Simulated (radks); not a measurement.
Numerical settings for neutral ruthenium, [Kr] 4d7 5s1. All-electron calculation, Dirac Kohn-Sham, PBE, spin-unpolarised, spherical densities, finite nucleus; open shells are shared between the two j in proportion to 2j + 1; Fermi nuclear charge, rms radius 4.4809 fm. Program: a radial shooting solver on a logarithmic mesh with Libxc functionals. The defaults (mesh step 0.008 in ln r, mesh end at 40 bohr or more with all orbitals vanishing there, Anderson mixing 0.5 over 9 steps, residual threshold near 1e-9 with the energy settled to 1e-9 hartree or 1e-11 of itself, here a cap of 97 iterations) give E = -4531.4648 hartree and 5s1/2 at -4.240 eV in 14 iterations. Run on one thread of a shared host, so times are rough (Arm Neoverse V1): 0.13 s of CPU time, 0.13 s wall, 14 iterations on 2437 mesh points. Changes against that run (0 stands for a change within the tolerance of the run):

setting                     iterations         converged  E (mhartree)  e(5s1/2) (meV)  CPU (s)
mesh step in ln r 0.08              14               yes        +0.804         +0.0311     0.03
mesh step in ln r 0.05              14               yes       +0.0251               0     0.03
mesh step in ln r 0.12               2                no      diverged               -     0.01
mesh end (bohr) 20                  14               yes             0               0     0.12
mesh end (bohr) 2                   13  level above zero     +1.24e+04       +1.37e+05     0.08
residual threshold 0.01             10               yes             0          +0.543     0.11
residual threshold 0.1              10               yes             0          +0.543     0.11
mixing 1                            14               yes             0               0     0.13
linear mixing, mixing 0.05          97                no      +0.00267           -19.8     0.68
linear mixing, mixing 0.5           30               yes             0               0     0.21
mixing history 3                    19               yes             0               0     0.15
iteration cap 3                      3                no         +1.89            -519     0.04

Settled on a wrong energy, with an occupied level pushed above zero by the early mesh end: mesh end (bohr) 2 (+12.4 hartree). Apart from these: no run marked as converged misses the energy by more than 1 mhartree. A mesh that ends early acts as a hard wall.
